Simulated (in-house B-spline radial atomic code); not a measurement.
RPA and G0W0 for Sb, [Kr] 4d10 5s2 5p3, highest spin, as one setting changes: the highest l of the empty states. Start: PBE. A dash marks a level of low quasi-particle weight. Computed with a B-spline radial code for spherical atoms: all electrons, scalar-relativistic (spin-free one-electron X2C), finite nucleus, each spin shell either full or empty, empty states to the listed l with an (l + 1/2)⁻⁴ tail; G0W0 by contour deformation at full frequency.

Spin-orbit coupling, left out, splits p levels strongly here.

| highest l of the empty states | RPA summed (Eh) | RPA extrapolated (Eh) | G0W0 level (eV) |
| --- | --- | --- | --- |
| 4 | -3.3515 | -3.9612 | - |
| 5 | -3.6272 | -4.0114 | - |
| 6 | ? | ? | ? |
| 7 | -3.8349 | -3.9826 | - |
| 8 | -3.8744 | -3.9679 | - |
| 9 | -3.8976 | -3.9605 | - |
| 10 | ? | ? | ? |
| 11 | -3.9218 | -3.9539 | - |

(1) What belongs in the row for 10?

(2) What belongs in the row for 6?

## Answers

(1) RPA summed (Eh): -3.9122; RPA extrapolated (Eh): -3.9564; G0W0 level (eV): -.

(2) RPA summed (Eh): -3.7627; RPA extrapolated (Eh): -3.9952; G0W0 level (eV): -.
